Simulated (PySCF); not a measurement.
Compound: C2F4O.
SMILES with atom numbers: `[O:1]=[C:2]([F:3])[C:4]([F:5])([F:6])[F:7]`

Cartesian coordinates in Å at the PBE0-D3(BJ)/def2-SVP level; atoms count from 1:
```xyz
7
C2F4O angstrom
O      1.3285    0.7338   -1.1310
C      0.7560   -0.0870   -0.5143
F      1.1225   -1.3560   -0.4496
C     -0.5131    0.1279    0.3263
F     -0.2893   -0.2447    1.5806
F     -1.5046   -0.6048   -0.1670
F     -0.8609    1.3983    0.3044
```

Level of theory: core-valence-separated Tamm–Dancoff BHandHLYP/aug-pcX-1 in PySCF, non-relativistic, gas phase, PBE0-D3(BJ)/def2-SVP geometry. BHandHLYP without relativity tends to put these K edges a few eV too low, so spacings mean more than positions.

Task: What does the C 1s absorption edge look like?

Result: 
```csv
E (eV),f,core hole on,main final orbital,polarisation
285.36,0.0842,C2,LUMO (92 %),normal to the local trigonal plane
290.98,0.0368,C4,LUMO (84 %),–
291.13,0.0270,C2,LUMO+1 (45 %),in the local trigonal plane
292.64,0.0180,C2,LUMO+3 (32 %),in the local trigonal plane
292.74,0.1006,C4,LUMO+11 (47 %),–
293.28,0.0059,C2,LUMO+4 (88 %),normal to the local trigonal plane
293.32,0.0194,C2,LUMO+2 (52 %),in the local trigonal plane
293.50,0.0699,C4,LUMO+1 (47 %),–
293.79,0.0061,C2,LUMO+3 (31 %),in the local trigonal plane
294.19,0.0285,C2,spread,in the local trigonal plane
294.66,0.0004,C2,LUMO+6 (92 %),–
```

The first line with a tenth or more of the strongest one's intensity is at 285.36 eV (f = 0.084), with the hole on C2 (acyl halide carbon), polarised normal to the local trigonal plane: a 1s→π* resonance. The strongest listed is at 292.74 eV (f = 0.101; C4).

Task: Give energies, oscillator strengths and core holes at the O K edge.

Result: 
```
E (eV)       f  core hole on  main final orbital                        polarisation
529.05  0.0518            O1         LUMO (93 %)  normal to the local trigonal plane
535.09  0.0017            O1       LUMO+1 (74 %)         in the local trigonal plane
536.31  0.0103            O1       LUMO+3 (58 %)         in the local trigonal plane
536.66  0.0011            O1       LUMO+4 (84 %)  normal to the local trigonal plane
536.83  0.0022            O1       LUMO+2 (49 %)         in the local trigonal plane
537.39  0.0097            O1       LUMO+5 (40 %)         in the local trigonal plane
537.95  0.0012            O1       LUMO+6 (82 %)  normal to the local trigonal plane
```

The first line with a tenth or more of the strongest one's intensity is at 529.05 eV (f = 0.052), with the hole on O1 (carbonyl oxygen), polarised normal to the local trigonal plane: a 1s→π* resonance. It is also the strongest listed.

Task: List the fluorine K-edge absorption lines.

Result: 
```csv
E (eV),f,core hole on,main final orbital
685.10,0.0141,F3,LUMO (96 %)
686.06,0.0206,F6,LUMO (80 %)
686.11,0.0198,F5,LUMO (80 %)
686.83,0.0033,F7,LUMO (97 %)
687.34,0.0245,F3,LUMO+1 (35 %)
687.69,0.0343,F7,spread
688.42,0.0059,F5/F6,"LUMO+1 (2 roots, f summed)"
688.67,0.0123,F7,LUMO+1 (54 %)
688.78,0.0285,F5,spread
688.85,0.0267,F6,spread
689.08,0.0228,F3,LUMO+1 (39 %)
689.51,0.0131,F5/F6,"LUMO+2 (2 roots, f summed)"
689.70,0.0014,F7,LUMO+2 (57 %)
689.80,0.0054,F3,LUMO+3 (64 %)
```

The first line with a tenth or more of the strongest one's intensity is at 685.10 eV (f = 0.014), with the hole on F3 (acyl fluorine). The strongest listed is at 687.69 eV (f = 0.034; F7).

Roots within 0.03 eV whose holes lie on the same, on equivalent or on shared atoms are summed into one line, and the highest roots are left out, as the search may have cut off their partners. Final orbitals are the ground state's empty Kohn–Sham orbitals. A dash: too weak, shared between unlike atoms, or no plane or axis to refer to.

Task: What length of transition dipole belongs to the line at 291.13 eV?

Result: From f = (2/3) ΔE |μ|² in atomic units, with ΔE = 10.699 Eh and f = 0.0270: |μ| = 0.062 au = 0.16 D.

The ionisation thresholds weren't computed; near and above them a finite basis only mimics Rydberg series and continuum.
